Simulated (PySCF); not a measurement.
## Fractional electron number in Hf (hafnium, neutral)

The 5d alpha orbital of [Xe] 4f14 5d2 6s2 is emptied in steps (occupation f), with all orbitals relaxed, ending at [Xe] 4f14 5d1 6s2. All numbers are calculated (PySCF 2.14, a scalar-relativistic core potential, in def2-TZVP with the def2 core potential (60 electrons) (6s4p3d1f, 40 functions)). The exact energy is a straight line in f; departures are measured from the line between the end points of the same method.

```json
{"f": "1", "CAM-B3LYP (eV)": "0.000"}
{"f": "0.9", "CAM-B3LYP (eV)": "-0.105"}
{"f": "0.7", "CAM-B3LYP (eV)": "-0.243"}
{"f": "0.5", "CAM-B3LYP (eV)": "-0.279"}
{"f": "0.3", "CAM-B3LYP (eV)": "-0.218"}
{"f": "0.1", "CAM-B3LYP (eV)": "-0.083"}
{"f": "0", "CAM-B3LYP (eV)": "0.000"}
```

Q: For CAM-B3LYP, how does the orbital energy at f = 1 compare with the removal energy?

A: −ε = 5.531 eV against a total-energy difference of 6.706 eV. By Janak's theorem ε = ∂E/∂f, so the gap between them reflects the curvature. Along the path −ε is 5.772 (f = 0.9), 6.270 (f = 0.7), 6.777 (f = 0.5), 7.229 (f = 0.3), 7.496 (f = 0.1) eV.

Reference removal energy between the ground levels: 6.825 eV (measured; NIST Atomic Spectra Database, ionization energies). The calculation has no spin-orbit coupling.
